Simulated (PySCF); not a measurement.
A structure optimised at PBE-D3(BJ)/def2-SVP, used in a PySCF frequency run:

```
C
C 1 1.3432
H 2 1.1010 1 121.48
H 2 1.1019 3 117.11 1 -179.88
C 1 1.5151 2 127.75 3 0.28
H 5 1.1076 1 113.25 2 36.89
H 5 1.1122 6 108.03 1 121.94
C 1 1.5241 2 126.46 3 178.60
H 8 1.1109 1 113.27 2 58.65
H 8 1.1201 9 107.47 1 121.57
O 8 1.4223 9 108.50 10 120.50
C 11 1.4223 8 106.88 9 149.10
H 12 1.1079 11 108.09 8 -161.76
H 12 1.1199 13 108.19 11 120.61
```

Task: Write its SMILES and formula.

Result: C=C1CCOC1, C₅H₈O

Task: What are its rotational constants (standard atomic weights)?

Result: 6.9934, 3.3376, 2.4168 GHz
